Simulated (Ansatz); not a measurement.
Frontier orbitals of C$_{3}$H$_{6}$OSi, SMILES `C#C[SiH2]CO`.

The species carries charge 0 and has multiplicity 1. The geometry is a stationary point of PBE0-D4/def2-TZVP. It is one conformer, not always the lowest. Basis def2-TZVPP, the Gaussian-basis code of Ansatz.

| functional | HOMO (eV) | LUMO (eV) | gap (eV) |
| --- | --- | --- | --- |
| PBE | -6.05 | -1.25 | 4.80 |
| PBE0 | -7.55 | -0.31 | 7.24 |
| B3LYP | -7.33 | -0.52 | 6.81 |
| r2SCAN0 | -7.76 | -0.16 | 7.60 |
| LC-ωPBE | -10.30 | 1.93 | 12.23 |
| ωB97M-V | -9.88 | 1.61 | 11.49 |

Against PBE, PBE0 changes HOMO and LUMO by −1.50 and +0.94 eV, ωB97M-V by −3.82 and +2.87 eV. A gap of 4.80 eV thus becomes 11.49 eV for the same molecule, so an orbital gap means little without its functional. A positive LUMO is unbound and depends on the basis.

B3LYP here is the variant with VWN-RPA as its local correlation; programs differ in this. LC-ωPBE has ω = 0.4 bohr⁻¹.
